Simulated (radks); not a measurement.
Isoelectronic series with 5 electrons, each ion in its NIST ground configuration. Calculated with a radial shooting solver on a logarithmic mesh with Libxc functionals: Dirac Kohn-Sham, PBE, spin-unpolarised, spherical densities, finite nucleus; open shells fill j = l - 1/2 first; Fermi nuclear charge, rms radius of each element as measured or else 0.836 A^(1/3) + 0.57 fm. Total energies (hartree) and mean radii <r> (bohr) (* marks an orbital that is empty in some or all of the ions):

ion    configuration  E (hartree)  2p3/2*   2p1/2   2s1/2    1s1/2
B       [He] 2s2 2p1    -24.60328   2.302   2.301   1.952   0.3294
C+      [He] 2s2 2p1    -37.36595   1.505   1.504   1.463   0.2705
N2+     [He] 2s2 2p1    -52.89395   1.138   1.138   1.171   0.2294
O3+     [He] 2s2 2p1    -71.18565  0.9199  0.9190  0.9771   0.1991
F4+     [He] 2s2 2p1    -92.24251  0.7733  0.7723  0.8387   0.1758
Ne5+    [He] 2s2 2p1   -116.06736  0.6677  0.6666  0.7347   0.1573
Mg7+    [He] 2s2 2p1   -172.03655  0.5252  0.5239  0.5889   0.1300
Al8+    [He] 2s2 2p1   -204.19025  0.4747  0.4734  0.5357   0.1196
Si9+    [He] 2s2 2p1   -239.13053  0.4331  0.4317  0.4913   0.1107
P10+    [He] 2s2 2p1   -276.86349  0.3983  0.3968  0.4536   0.1030
S11+    [He] 2s2 2p1   -317.39572  0.3687  0.3671  0.4213  0.09632
Cl12+   [He] 2s2 2p1   -360.73435  0.3432  0.3415  0.3933  0.09044
Ar13+   [He] 2s2 2p1   -406.88705  0.3209  0.3192  0.3687  0.08522
K14+    [He] 2s2 2p1   -455.86203  0.3014  0.2996  0.3470  0.08057
Ca15+   [He] 2s2 2p1   -507.66798  0.2842  0.2822  0.3276  0.07639
Sc16+   [He] 2s2 2p1   -562.31416  0.2688  0.2667  0.3103  0.07261
Ti17+   [He] 2s2 2p1   -619.81042  0.2550  0.2528  0.2947  0.06919
